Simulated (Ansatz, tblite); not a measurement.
Cost and result up the ladder for Zr2O6H4 (12 atoms). Charge 0, multiplicity 1. Geometry: r2SCAN-D4/def2-SVP.

Cartesian coordinates in Å:
```
Zr -0.862 0.255 2.016
Zr 0.428 -0.310 -0.925
O -0.508 -1.621 0.302
O -0.553 1.262 0.076
O -0.161 1.270 3.270
O -0.479 -0.619 -2.595
O 2.308 -0.048 -1.280
O 0.613 -1.016 1.116
H -0.979 -0.944 -3.347
H -0.453 2.220 -0.020
H -2.609 -0.260 2.559
H 3.253 -0.190 -1.171
```

Ansatz on 4 threads of Arm Neoverse V1 on a shared host; xTB runs through tblite on one thread. Times are rough, summed over both states, and most runs start from the orbitals of an earlier one. No level here is sound enough to serve as a yardstick. The other state is a triplet.

In the def2 sets Zr takes a core potential; there is no spin–orbit coupling. The xTB rows come from tblite. The structure holds one bond between oxygen atoms, so isomers without such links may lie far lower. HOMO above LUMO, or a gap near zero within one spin, warns that the state may not be the lowest or that an electron is smeared out. The structure comes from a short search, and lower isomers may exist.

xTB has no spin-polarisation term.

```csv
level,functions,wall time,vertical triplet (eV),remarks
GFN1-xTB,50,0.024 s,3.35,–
GFN2-xTB,46,0.024 s,3.64,–
PBE-D4/def2-TZVP,290,31 s,3.48,gap within one spin near zero (triplet)
r2SCAN-D4/def2-TZVP,290,72 s,3.74,–
```
